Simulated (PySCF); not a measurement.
PySCF input file for FH7OSi3, SMILES F[Si@H]([SiH3])[SiH2]O, PBE/pcSseg-1. Coordinates come from a PBE0-D3(BJ)/def2-SVP optimisation. The structure was generated by enumeration; whether it is a known compound was not checked. Other conformers were not sampled.

```python
import numpy as np
from pyscf import gto, scf, dft
from pyscf.prop.nmr import rks as nmr

mol = gto.M(
    atom='''
    O    -0.46612227    2.16683653   -0.49133748
    Si   -1.29358963    1.11214894    0.51501531
    Si   -0.28354089   -0.93111733   -0.04420868
    F    -0.18226870   -1.87378748    1.29326660
    Si    1.86175057   -0.43185339   -0.85301116
    H    -0.66668350    3.10494441   -0.42106027
    H    -1.06878089    1.42643885    1.96302561
    H    -2.77091774    1.15892829    0.26953554
    H    -1.06761318   -1.69218667   -1.06583157
    H     2.58131381    0.45030709    0.11410486
    H     2.65949195   -1.68077217   -1.05529437
    H     1.71790537    0.27324021   -2.16231597
    ''',
    basis='pcSseg-1',
    charge=0,
    spin=0,
    max_memory=1600,
    verbose=3,
)
mf = dft.RKS(mol, xc='pbe')
mf.grids.level = 3
mf.conv_tol = 1e-10
mf.max_cycle = 100
mf.kernel()
n = nmr.NMR(mf)
n.verbose = 2
n.max_cycle_cphf = 60
sigma = n.kernel()
print('atom   isotropic/ppm   span/ppm')
for i, s in enumerate(sigma):
    w = np.linalg.eigvalsh((s + s.T) / 2)
    print(f'{mol.atom_symbol(i):2s}{i + 1:3d} {w.mean():14.3f} {w[2] - w[0]:11.3f}')
```

Program output:

```
converged SCF energy = -1047.16221500396
atom   isotropic/ppm   span/ppm
O   1        336.257     106.969
Si  2        356.107     157.710
Si  3        303.254     246.240
F   4        427.494     128.086
Si  5        445.956      10.726
H   6         31.259      22.748
H   7         25.512       6.941
H   8         25.513       7.802
H   9         24.822       5.943
H  10         27.416       7.535
H  11         27.410       8.235
H  12         27.619       7.615
```

The calculation finished and met its thresholds.
